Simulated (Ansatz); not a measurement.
Caution, from a PySCF single point (B3LYP-D3(BJ)/def2-TZVP) at this geometry: the restricted solution is unstable towards spin-unrestricted or complex orbitals, so a lower solution exists and this singlet may not be the ground state.

The numbers are results of B3LYP-D3(BJ)/def2-TZVP (Ansatz, a quantum-chemistry and plane-wave program), not measurements. No frequencies were computed at this level.

Ansatz 0.2 input:
```yaml
crystal:
  periodic: [false, false, false]
  atoms:
    - { symbol: Si, position_ang: [2.382475, -0.010128, -0.006638] }
    - { symbol: C, position_ang: [0.623954, -0.029505, 0.046329] }
    - { symbol: C, position_ang: [-0.623676, 0.029731, -0.046775] }
    - { symbol: Si, position_ang: [-2.382194, 0.010364, 0.006208] }
    - { symbol: H, position_ang: [3.130849, -1.126017, -0.553925] }
    - { symbol: H, position_ang: [3.143389, 1.03443, 0.652783] }
    - { symbol: H, position_ang: [-3.131121, 1.126006, 0.55466] }
    - { symbol: H, position_ang: [-3.143677, -1.034881, -0.652643] }
basis:
  gaussian: { orbitals: def2-tzvp }
hamiltonian:
  xc: b3lyp
  dispersion: d3bj
relax:
  max_steps: 150
```

Output:

```
Functional definition: B3LYP
1058 factors; their error is unknown
mean field evaluation 1: about -17879.4790 eV, gradient 7.0e1 eV
mean field evaluation 2: about -17814.5899 eV, gradient 1.4e2 eV
mean field evaluation 4: about -17892.6786 eV, gradient 3.9e0 eV
mean field evaluation 8: about -17892.7294 eV, gradient 2.7e-1 eV
mean field evaluation 16: about -17892.7849 eV, gradient 4.3e-4 eV
mean field -17892.78485265 eV, -657.5477151697 hartree, gradient 6.1e-5 eV, S^2 0.000000; 0 other end points of the search recorded, 0 dependent functions left out
reference -17892.78514303 eV, -657.5477258410 hartree; 22, 22 occupied and 138, 138 virtual orbitals, 1058 factors
relax step   1: F+E_penalty+E_count = -17893.12246701 eV  Δ(F+E_penalty+E_count) = +0.000e0 eV  max|allowed force component| = 1.443e0 eV/Å  Δτ_max = 0.0000 Å  (29 SCF iters, accepted)
these checks for a lower state are left out or cut short: starts, cluster_reference, orbital_swaps, neighbouring_geometries, increment
1058 factors; their error is unknown
mean field -17892.85735062 eV, -657.5503794210 hartree, gradient 9.2e-6 eV, S^2 0.000000; 0 other end points of the search recorded, 0 dependent functions left out
reference -17892.85764121 eV, -657.5503901001 hartree; 22, 22 occupied and 138, 138 virtual orbitals, 1058 factors
relax step   2: F+E_penalty+E_count = -17893.19800138 eV  Δ(F+E_penalty+E_count) = -7.553e-2 eV  max|allowed force component| = 6.366e-1 eV/Å  Δτ_max = 0.0502 Å  (31 SCF iters, accepted)
these checks for a lower state are left out or cut short: starts, cluster_reference, orbital_swaps, neighbouring_geometries, increment
1058 factors; their error is unknown
mean field evaluation 32: about -17892.8699 eV, gradient 6.3e-6 eV
mean field -17892.86992082 eV, -657.5508413674 hartree, gradient 6.3e-6 eV, S^2 0.000000; 0 other end points of the search recorded, 0 dependent functions left out
reference -17892.87021245 eV, -657.5508520844 hartree; 22, 22 occupied and 138, 138 virtual orbitals, 1058 factors
relax step   3: F+E_penalty+E_count = -17893.21272318 eV  Δ(F+E_penalty+E_count) = -1.472e-2 eV  max|allowed force component| = 1.268e-1 eV/Å  Δτ_max = 0.0601 Å  (31 SCF iters, accepted)
these checks for a lower state are left out or cut short: starts, cluster_reference, orbital_swaps, neighbouring_geometries, increment
1058 factors; their error is unknown
mean field -17892.87094961 eV, -657.5508791745 hartree, gradient 1.8e-5 eV, S^2 0.000000; 0 other end points of the search recorded, 0 dependent functions left out
reference -17892.87124096 eV, -657.5508898814 hartree; 22, 22 occupied and 138, 138 virtual orbitals, 1058 factors
relax step   4: F+E_penalty+E_count = -17893.21357892 eV  Δ(F+E_penalty+E_count) = -8.557e-4 eV  max|allowed force component| = 4.317e-2 eV/Å  Δτ_max = 0.0124 Å  (32 SCF iters, accepted)
these checks for a lower state are left out or cut short: starts, cluster_reference, orbital_swaps, neighbouring_geometries, increment
1058 factors; their error is unknown
mean field -17892.87164458 eV, -657.5509047144 hartree, gradient 2.2e-5 eV, S^2 0.000000; 0 other end points of the search recorded, 0 dependent functions left out
reference -17892.87193590 eV, -657.5509154203 hartree; 22, 22 occupied and 138, 138 virtual orbitals, 1058 factors
relax step   5: F+E_penalty+E_count = -17893.21429128 eV  Δ(F+E_penalty+E_count) = -7.124e-4 eV  max|allowed force component| = 8.326e-2 eV/Å  Δτ_max = 0.0253 Å  (31 SCF iters, accepted)
these checks for a lower state are left out or cut short: starts, cluster_reference, orbital_swaps, neighbouring_geometries, increment
1058 factors; their error is unknown
mean field -17892.87159949 eV, -657.5509030572 hartree, gradient 1.8e-5 eV, S^2 0.000000; 0 other end points of the search recorded, 0 dependent functions left out
reference -17892.87189079 eV, -657.5509137622 hartree; 22, 22 occupied and 138, 138 virtual orbitals, 1058 factors
relax step   6: F+E_penalty+E_count = -17893.21440811 eV  Δ(F+E_penalty+E_count) = -1.168e-4 eV  max|allowed force component| = 3.685e-2 eV/Å  Δτ_max = 0.0037 Å  (33 SCF iters, accepted)
these checks for a lower state are left out or cut short: starts, cluster_reference, orbital_swaps, neighbouring_geometries, increment
1058 factors; their error is unknown
mean field -17892.87164774 eV, -657.5509048305 hartree, gradient 1.9e-5 eV, S^2 0.000000; 0 other end points of the search recorded, 0 dependent functions left out
reference -17892.87193909 eV, -657.5509155374 hartree; 22, 22 occupied and 138, 138 virtual orbitals, 1058 factors
relax step   7: F+E_penalty+E_count = -17893.21442665 eV  Δ(F+E_penalty+E_count) = -1.854e-5 eV  max|allowed force component| = 5.429e-3 eV/Å  Δτ_max = 0.0010 Å  (34 SCF iters, accepted)
1058 factors; their error is unknown
mean field evaluation 64: about -17814.2658 eV, gradient 1.4e2 eV
mean field -17892.87164774 eV, -657.5509048305 hartree, gradient 6.2e-5 eV, S^2 0.000000; 1 other end points of the search recorded, 0 dependent functions left out
reference -17892.87193909 eV, -657.5509155374 hartree; 22, 22 occupied and 138, 138 virtual orbitals, 1058 factors
Total energy: -17893.21471800 eV, -657.5635124299 hartree
Atom 0 at     2.339846     0.043607    -0.102353 Å, force    -0.000411     0.000218    -0.000340 eV/Å
Atom 1 at     0.626134    -0.019579     0.028573 Å, force    -0.005326    -0.000399     0.000655 eV/Å
Atom 2 at    -0.626073     0.019560    -0.028523 Å, force     0.005429     0.000383    -0.000741 eV/Å
Atom 3 at    -2.339768    -0.043341     0.101863 Å, force     0.000268    -0.000222     0.000474 eV/Å
Atom 4 at     3.063876    -1.162569    -0.526441 Å, force     0.001605    -0.000119     0.000059 eV/Å
Atom 5 at     3.076606     1.030694     0.698754 Å, force     0.001627    -0.000001     0.000135 eV/Å
Atom 6 at    -3.063940     1.162464     0.526687 Å, force    -0.001611     0.000167    -0.000070 eV/Å
Atom 7 at    -3.076682    -1.030836    -0.698561 Å, force    -0.001581    -0.000028    -0.000172 eV/Å
Dipole moment:    -0.000555     0.000030    -0.000064 e Å
```

Cost: very roughly 30 core-seconds.
